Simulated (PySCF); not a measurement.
# Circular dichroism: `OC[C@H]1C[C@@H](Cl)[C@@H]1Br`, C$_{5}$H$_{8}$BrClO

Geometry:
```tsv
atom	x (Å)	y (Å)	z (Å)
O1	1.923	0.850	-0.427
C2	1.453	-0.401	-0.848
C3	-0.013	-0.658	-0.487
C4	-0.326	-0.728	1.022
C5	-1.188	0.536	0.903
Cl6	-0.552	1.941	1.796
C7	-0.903	0.591	-0.601
Br8	-2.479	0.386	-1.718
H9	1.783	0.950	0.523
H10	2.064	-1.216	-0.430
H11	1.571	-0.403	-1.935
H12	-0.374	-1.519	-1.050
H13	0.538	-0.622	1.674
H14	-0.888	-1.609	1.325
H15	-2.235	0.428	1.183
H16	-0.383	1.485	-0.944
```

Computed, not measured: TDDFT B3LYP/def2-SVPD circular dichroism and optical rotation, one conformer, gas phase (PySCF 2.14.0). Geometry: GFN2-xTB.

The molecule is flexible and this is one conformer; a measurement averages over conformers. The calculation is non-relativistic, which matters for the atoms heavier than Zn.

(1) Assign R or S to each stereocentre.

(2) List the lowest 8 singlet excitations with oscillator and rotatory strengths.

Results:

(1) C3 R, C5 R, C7 R.

(2) Rotatory strengths R in 10⁻⁴⁰ esu² cm², velocity form and length form (origin at the centre of mass); f in length form.
| state | E (eV) | λ (nm) | f | R (velocity) | R (length) | main |
| --- | --- | --- | --- | --- | --- | --- |
| 1 | 5.64 | 220 | 0.003 | +6.3 | +6.3 | HOMO→LUMO 0.93 |
| 2 | 5.78 | 214 | 0.007 | -2.8 | -3.0 | HOMO−1→LUMO 0.96 |
| 3 | 6.42 | 193 | 0.002 | +4.2 | +4.2 | HOMO−2→LUMO 0.95 |
| 4 | 6.61 | 187 | 0.005 | +0.3 | +0.8 | HOMO−3→LUMO 0.91 |
| 5 | 6.74 | 184 | 0.015 | -13.4 | -13.1 | HOMO→LUMO+1 0.67, HOMO−4→LUMO 0.21 |
| 6 | 6.79 | 183 | 0.022 | +0.1 | +0.2 | HOMO−4→LUMO 0.53, HOMO→LUMO+1 0.27 |
| 7 | 6.95 | 178 | 0.008 | +29.7 | +29.7 | HOMO−1→LUMO+1 0.78, HOMO−4→LUMO 0.18 |
| 8 | 7.16 | 173 | 0.012 | +25.0 | +24.3 | HOMO−2→LUMO+1 0.53, HOMO→LUMO+2 0.29 |

Among the states computed, the strongest CD band (largest |R|) is state 7. The largest dissymmetry factor in size, g = 4R/(D+G), with D and G the electric and magnetic dipole strengths, is +0.039 for state 7 (velocity form, f = 0.008), among bands with |R| over 0.5. The mirror image has the same energies and oscillator strengths and all R with the opposite sign.
